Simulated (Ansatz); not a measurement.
The cluster Ge₂Sb (the lowest doublet isomer of a short search) was relaxed with PBE0-D4 (def2-TZVP) in Ansatz in these states: neutral doublet, neutral quartet. The geometries follow in no particular order.

In the def2 sets Sb takes a core potential; there is no spin–orbit coupling.

A:

```tsv
atom	x (Å)	y (Å)	z (Å)
Sb1	-0.507	-1.447	-0.637
Ge2	0.877	0.918	-0.625
Ge3	-0.369	0.529	1.262
```

B:

```xyz
3

Sb   -0.5470    1.3397    0.2128
Ge   -0.5918   -0.8722   -1.0417
Ge    1.1387   -0.4675    0.8289
```

Problem. Judge from the bond lengths which geometry belongs to which state (an estimate).

Solution. A is the neutral quartet (Ge2–Ge3 2.295 Å, Sb1–Ge3 2.745 Å, Sb1–Ge2 2.740 Å); B is the neutral doublet (Ge2–Ge3 2.580 Å, Sb1–Ge3 2.547 Å, Sb1–Ge2 2.543 Å).
